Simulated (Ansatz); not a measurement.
C2H8N2Si (`C1NC[SiH2]N1`). Total charge 0; spin multiplicity 1. The structure was optimised at the PBE0-D4/def2-TZVP level.

```xyz
13

C    -1.162   -0.238    0.613
N    -0.401   -1.172   -0.205
C     0.481   -0.443   -1.114
Si    1.171    0.846    0.076
N    -0.242    0.790    1.058
H    -1.595   -0.775    1.464
H    -1.996    0.218    0.046
H    -1.022   -1.797   -0.706
H    -0.040    0.048   -1.954
H     1.237   -1.111   -1.530
H     1.429    2.170   -0.556
H     2.426    0.443    0.773
H    -0.286    1.020    2.034
```

(1) What is the dipole moment at PBE/def2-TZVPP? (An estimate is asked.)

(2) And with r2SCAN, B3LYP, ωB97M-V? (Estimate.)

(3) Give the Mulliken charges with PBE, ωB97M-V, B3LYP in def2-TZVPP. (Estimate.)

## Answers

(1) Computed: 1.14 D, with components (-1.07, -0.40, -0.01) D in this frame, pointing from negative to positive charge.

(2) The calculation gave: r2SCAN 1.12 D, B3LYP 1.07 D, ωB97M-V 1.09 D.

(3) Computed: 
| atom | PBE | ωB97M-V | B3LYP |
| --- | --- | --- | --- |
| C1 | -0.02 | -0.06 | 0.01 |
| N2 | -0.22 | -0.23 | -0.26 |
| C3 | -0.19 | -0.29 | -0.21 |
| Si4 | 0.32 | 0.35 | 0.42 |
| N5 | -0.28 | -0.31 | -0.33 |
| H6 | 0.08 | 0.11 | 0.08 |
| H7 | 0.06 | 0.11 | 0.07 |
| H8 | 0.12 | 0.09 | 0.11 |
| H9 | 0.08 | 0.12 | 0.09 |
| H10 | 0.10 | 0.12 | 0.10 |
| H11 | -0.09 | -0.06 | -0.10 |
| H12 | -0.09 | -0.06 | -0.10 |
| H13 | 0.13 | 0.09 | 0.11 |

B3LYP here is the variant with VWN-RPA as its local correlation; programs differ in this.
